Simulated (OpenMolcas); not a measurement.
## Potential curves of H₂: spin–orbit levels

Computed with OpenMolcas 26.06: state-averaged CASSCF(2,2) over H 1s, H 1s, XMS-CASPT2 (IPEA 0.25, imaginary shift 0.2 hartree), scalar X2C, ANO-RCC-VTZP, then RASSI spin–orbit state interaction with atomic mean-field integrals. C2 symmetry about the axis (a holds Σ, Δ, Γ; b holds Π, Φ, H; Σ⁺ and Σ⁻ are not told apart); roots by multiplicity and irrep: 1a 1.

XMS-CASPT2 energies with spin–orbit state interaction in eV from the lowest point. Curves are followed by energy order within each symmetry, so they are adiabatic and may change character at avoided crossings and where g and u states cross; for Ω = 0 the + and − levels are counted together.

```csv
R (Å),(1)Ω=0
0.642,0.238
0.680,0.088
0.713,0.019
0.747,0.000
0.784,0.025
0.822,0.088
0.874,0.226
0.941,0.460
1.046,0.899
1.195,1.574
1.419,2.517
1.718,3.466
```

(1) With masses 1.008 and 1.008 u, fit the curves (1)Ω=0 near their minima.

g and u states are not told apart. Only roots inside an energy window near the equilibrium distance were included, so the list of states is not complete; labels number the states computed. Each spin and symmetry block has orbitals of its own, averaged over its own roots, so gaps between blocks are less sure than gaps within one and near the minimum can be off by tenths of an eV, in bad cases by more. No Rydberg orbitals are active, so Rydberg states, and σ→σ* states whose orbital the CASSCF left unused, can be missing between those listed. At stretched bonds a block can hold a wrong CASSCF solution and miss its lowest state; points past a visible jump are left out. No roots were computed in blocks 1b, 3a, 3b (none fell in the window or the block failed), so states of that kind are missing and can lie low or lowest. Points that failed a check (symmetry, reference weights, a jump) are left out.

Results:

(1) At XMS-CASPT2 with spin–orbit state interaction, Te from the lowest curve (the fit fixes ωe to a per cent or two; the method's Re and ωe can be off by some per cent):

```json
{"curve": "(1)Ω=0", "Te (cm⁻¹)": "0", "Re (Å)": "0.745", "ωe (cm⁻¹)": "4378.6"}
```
